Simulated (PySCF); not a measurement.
`InChI=1S/C8H8/c1-3-5-7-8-6-4-2/h1,8H,2,5,7H2`

Geometry:
```
atom   x (Å)   y (Å)   z (Å)
  C1  -3.488   0.763   0.678
  C2  -2.643   0.561  -0.145
  C3  -1.614   0.285  -1.125
  C4  -0.637  -0.800  -0.637
  C5   0.140  -0.329   0.553
  C6   1.441  -0.175   0.551
  C7   2.692  -0.042   0.501
  C8   3.990   0.114   0.468
  H9  -4.234   0.952   1.390
 H10  -1.060   1.206  -1.334
 H11  -2.091  -0.048  -2.052
 H12  -1.208  -1.693  -0.364
 H13   0.046  -1.058  -1.449
 H14  -0.441  -0.087   1.435
 H15   4.561  -0.113  -0.418
 H16   4.539   0.472   1.324
```

Computed, not measured: GIAO wB97X-D/pcSseg-1 magnetisability, rotational g tensor and spin-rotation constants, non-relativistic, gas phase (PySCF). Geometry: GFN2-xTB.

**Question.** Give the nuclear spin-rotation constants along the inertial axes (H = +C I·J) beside the isotropic shieldings.

**Answer.** Rotational constants 7.1309, 0.7606, 0.7251 GHz. A star marks the isotopologue with that one atom substituted, in its own axes.
| atom | isotope | Caa (kHz) | Cbb (kHz) | Ccc (kHz) | mean (kHz) | σ (ppm) |
| --- | --- | --- | --- | --- | --- | --- |
| H9 | 1H | -0.425 | -0.034 | -0.081 | -0.180 | 30.3 |
| H10 | 1H | -0.602 | -0.086 | 0.007 | -0.227 | 29.6 |
| H11 | 1H | -0.562 | 0.000 | -0.076 | -0.213 | 29.3 |
| H12 | 1H | -0.579 | -0.085 | 0.010 | -0.218 | 29.3 |
| H13 | 1H | -0.476 | -0.002 | -0.083 | -0.187 | 29.6 |
| H14 | 1H | -0.395 | 0.036 | -0.075 | -0.145 | 25.4 |
| H15 | 1H | -0.412 | 0.024 | -0.076 | -0.155 | 26.4 |
| H16 | 1H | -0.297 | 0.015 | -0.079 | -0.120 | 26.4 |
| C1 | 13C* | 1.404 | 0.134 | 0.230 | 0.589 | 109.4 |
| C2 | 13C* | 1.550 | 0.128 | 0.261 | 0.646 | 98.6 |
| C3 | 13C* | 1.012 | 0.116 | 0.105 | 0.411 | 165.1 |
| C4 | 13C* | 1.252 | 0.129 | 0.124 | 0.502 | 148.3 |
| C5 | 13C* | 2.483 | 0.311 | 0.102 | 0.966 | 65.6 |
| C6 | 13C* | 2.825 | 0.309 | 0.265 | 1.133 | 7.0 |
| C7 | 13C* | 2.986 | 0.326 | 0.255 | 1.189 | -1.2 |
| C8 | 13C* | 2.104 | 0.275 | 0.092 | 0.824 | 88.5 |

For the geometry as given, no vibrational averaging.

**Question.** How do the rotational constants and the g tensor change when H9, H10, H11, H12, H13, H14, H15, H16 are replaced by deuterium?

**Answer.** Constants 5.4955, 0.6853, 0.6487 GHz; g -0.0446, -0.0042, -0.0008, against -0.0576, -0.0047, -0.0009 before.
